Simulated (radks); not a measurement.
Results of a calculation; reference values are marked as such.
Spherical quantum dot in the effective-mass picture: electrons in a parabolic well V = omega^2 r^2 / 2 with omega = 0.63, with a point charge +2 (a donor) at the centre, all in effective atomic units (hartree* = m*/eps^2 hartree, bohr* = eps/m* bohr), one dielectric constant everywhere. Level of theory: non-relativistic Kohn-Sham, PBE, spin-polarised, spherical densities (a radial shooting solver with Libxc functionals). Levels are named by radial order and angular momentum (1s, 1p, 1d, 2s, ...), and open shells are averaged over m. Results are scaled to m* = 0.094 and eps = 11.9, for which hartree* = 18.06 meV and bohr* = 6.699 nm.

N = 6, configuration 1s2 1p(up 3, down 1). This is the lowest configuration that the search found. Occupied and some empty levels:

level,occupation,eigenvalue (meV),<r> (nm)
1s up,1,32.159,6.131
1s down,1,32.748,5.950
1p up,3,52.026,13.33
1p down,1,53.521,13.39
2s up,0,54.513,14.07
2s down,0,55.702,14.28
1d up,0,62.282,16.20
1d down,0,63.668,16.38
1f up,0,72.368,18.37
1f down,0,73.536,18.57

Energy (meV): total 105.648, kinetic 105.08, external -136.15, Hartree 182.35, exchange-correlation -45.633.

Electron density:

r (nm),n(r) (e/nm^3)
1.71,0.004630
3.55,0.001787
5.38,0.0008408
7.22,0.0004999
9.06,0.0003531
10.9,0.0002644
12.7,0.0001929
14.6,0.0001308
16.4,0.00008059
18.2,0.00004470
20.1,0.00002236
21.9,0.00001012
23.7,4.136e-06
